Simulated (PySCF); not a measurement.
## Computed data sheet: `N#CCO[S@@](=O)[O-]`

Species: C₂H₂NO₃S (charge -1).
Structure used (GFN2-xTB), in Å, numbered top down from 1:
```
atom  x, y, z in Å
N1    -2.714   -0.196    1.520
C2    -1.750   -0.175    0.897
C3    -0.533   -0.140    0.130
O4     0.431    0.644    0.728
S5     1.926    0.586   -0.364
O6     2.199   -0.861   -0.422
O7     1.386    1.086   -1.641
H8    -0.768    0.243   -0.884
H9    -0.165   -1.180    0.011
```

Some functional groups and rings: nitrile.

GFN2-xTB geometry:

- Point group of the GFN2-xTB geometry: Cs
- Rotational constants A, B, C of the GFN2-xTB geometry: 6.791, 1.143, 1.084 GHz

**PBE0/pcSseg-1 ground state and GIAO shieldings, non-relativistic (PySCF)**

- HOMO energy: -2.20 eV
- LUMO energy: 4.28 eV
- HOMO–LUMO gap: 6.48 eV
- Lowest Hirshfeld atomic charge: -0.42 e on O6/O7
- Highest Hirshfeld atomic charge: +0.29 e on S5
- 13C chemical shifts (computed TMS as zero) by class: 133.3 (C2), 36.5 (C3) ppm
- 1H chemical shifts (computed TMS as zero) by class: 4.61 (H9), 4.59 (H8) ppm
- Isotropic shieldings of nuclei other than C and H, by class: -22 (N1), 36 (O6/O7), 168 (O4), -48 (S5) ppm
- Mayer bond orders between heavy atoms: N1–C2 3.07, C2–C3 1.00, C3–O4 1.00, O4–S5 0.58, S5–O6 1.61, S5–O7 1.61

Monoisotopic mass of the ion (most abundant isotopes, electron mass counted): 119.9761 u.

With B = h/(8π²I), that is 505.379 GHz u Å² over I, the principal moments of inertia are 74.4, 442.3 and 466.1 u Å² (most abundant isotopes); the inertial defect Ic − Ia − Ib is -50.6 u Å² (zero for a rigid planar frame, negative otherwise). The rotational constants make it an asymmetric top with κ = (2B − A − C)/(A − C) = -0.98, nearer the prolate limit (−1).

One conformer (not necessarily the lowest) at the GFN2-xTB geometry, without solvent, vibrations or thermal averaging. GFN2-xTB frequencies show an imaginary mode (26i cm⁻¹), so this geometry is no minimum at that level. No diffuse functions stand in pcSseg-1, which bears on an anion's orbital energies.

For the NMR shielding job (PBE0/pcSseg-1), the run took 12 s of wall time on Arm Neoverse V2, one thread (shared host), and the process peaked at 0.65 GiB of memory.
